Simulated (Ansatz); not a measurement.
C2H4BF (`FB1CC1`). Charge 0, multiplicity 1.

| atom | x (Å) | y (Å) | z (Å) |
| --- | --- | --- | --- |
| F1 | -0.692 | 1.448 | -1.637 |
| B2 | -0.296 | 0.621 | -0.702 |
| C3 | 0.052 | 0.393 | 0.750 |
| C4 | 0.131 | -0.776 | -0.317 |
| H5 | 0.998 | 0.734 | 1.162 |
| H6 | -0.723 | 0.302 | 1.507 |
| H7 | 1.126 | -1.145 | -0.554 |
| H8 | -0.595 | -1.577 | -0.209 |

(1) List the harmonic frequencies (cm⁻¹, unscaled) at PBE0-D4/def2-TZVP in Ansatz. (An estimate is asked.)

(2) Is this a minimum?

(3) Give the ideal-gas thermochemistry at 298.15 K and 1 bar (rigid rotor, harmonic oscillator; point group C2v, symmetry number 2).

(4) And at 400, 500, 600, 800 and 1000 K?

Results:

(1) Ansatz gave: 246, 406, 466, 655, 671, 937, 944, 958, 972, 1096, 1173, 1393, 1394, 1616, 3125, 3127, 3191, 3205.

(2) Yes, all 18 modes are real.

(3) Zero-point energy 153.0 kJ/mol; H(298) − E = 166.9 kJ/mol; entropy 273.2 J/(mol·K), of which translation 159.5, rotation 93.8, vibration 19.9; G(298) − E = 85.5 kJ/mol.

(4) 
| T (K) | H − E (kJ/mol) | S (J/mol/K) | G − E (kJ/mol) |
| --- | --- | --- | --- |
| 400 | 175.0 | 296.3 | 56.5 |
| 500 | 184.4 | 317.3 | 25.8 |
| 600 | 195.1 | 336.7 | -6.9 |
| 800 | 219.2 | 371.3 | -77.8 |
| 1000 | 246.1 | 401.2 | -155.1 |
